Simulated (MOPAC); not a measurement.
Diatomic CdAs, multiplicity 4 (lowest of 2S+1 = 2, 4 at CCSD(T)/def2-TZVPP on PBE0 minima; our sources give no spin for the ground state, which may be another). No spin–orbit coupling. As is treated without relativity.

The constants come from a fifth-degree fit in 1/R (seven points, main isotopes). In def2 and cc sets the state is the lowest found near the PBE0 minimum, followed along R.

The state that PM6 reach isn't checked.

Run with MOPAC for PM6 (differences of heats of formation). 

Energies at PM6:

| R (Å) | E (hartree) |
|---|---|
| 2.588992 | 0.11294121 |
| 2.658588 | 0.11166733 |
| 2.722617 | 0.11146069 |
| 2.794998 | 0.11207928 |
| 2.867378 | 0.11337043 |
| 2.950894 | 0.11544556 |
| 3.048329 | 0.11837453 |

With a reduced mass of 45.1944 u, find the minimum, the force constant and the constants.

A fifth-degree polynomial in 1/R puts the minimum at r_e = 2.7068 Å with force constant 80.8 N/m. Then ω_e = (1/2πc)√(k/μ) = 174 cm⁻¹ and B_e = h/(8π²cμr_e²) = 0.05091 cm⁻¹; the cubic and quartic terms give α_e = 0.00023 and ω_e x_e = 0.73 cm⁻¹.
